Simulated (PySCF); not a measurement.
**Identify the compound**

An unknown has the formula C3H8O2Si. Its calculated NMR data are:

1H NMR (400 MHz, computed): δ 12.38 (t, 1H), 4.43 (m, 2H), 3.48 (t, 2H), 3.47 (s, 3H).

13C{1H} NMR (computed): δ 247.0 (CH), 65.5 (CH3), 62.2 (CH2).

Non-relativistic Hamiltonian, no solvent model, equivalent nuclei averaged, single conformer. Geometry from GFN2-xTB; GIAO PBE0/pcSseg-1 shieldings; PySCF 2.14.

References, each an isolated molecule treated in the same way: 1H (31.72 ppm) and 13C (186.93 ppm) vs TMS.

Choose the structure that fits.
A. CC(=O)C[SiH2]O
B. C[SiH2]OC(C)=O
C. CO[SiH2]C(C)=O
D. COC[SiH2]C=O
E. CC(=O)CO[SiH3]

Answers

D. 

Rings plus π bonds: 1 (no ring in the answer). 3 carbon signals for 3 carbons: no two carbons are equivalent. Carbon types of the structure: 1 × CH, 1 × CH2, 1 × CH3, leaving 2 H on heteroatoms. δC 247.0: carbonyl carbon. δC 65.5: methyl carbon bonded to O; the inductive effect lowers its shielding. δC 62.2: sp3 CH2 bonded to O and Si; the inductive effect lowers its shielding. δH 12.38: hydrogen on a carbonyl carbon. δH 3.48: hydrogen on an sp3 CH2 bonded to O and Si; its carbon carries O, hence the downfield position.

The others: C[SiH2]OC(C)=O would give 3 signals for carbon-bound and other non-exchanging H, not 4; CO[SiH2]C(C)=O would give 3 signals for carbon-bound and other non-exchanging H, not 4; CC(=O)C[SiH2]O would give 3 signals for carbon-bound and other non-exchanging H, not 4; CC(=O)CO[SiH3] would give 3 signals for carbon-bound and other non-exchanging H, not 4.

Shifts are as computed. Against solution values, carbons near 30 ppm lie about +3 ppm off and those near 130 ppm about +5 ppm. Of 1309 compounds with measured shifts, 239 miss one by over three times the rms of a fit or turn the order of signals round; such compounds aren't used in these exercises. Multiplicities follow the n + 1 count of equivalent neighbours, as no J values were calculated; m marks all less simple cases, F and P coupling included.
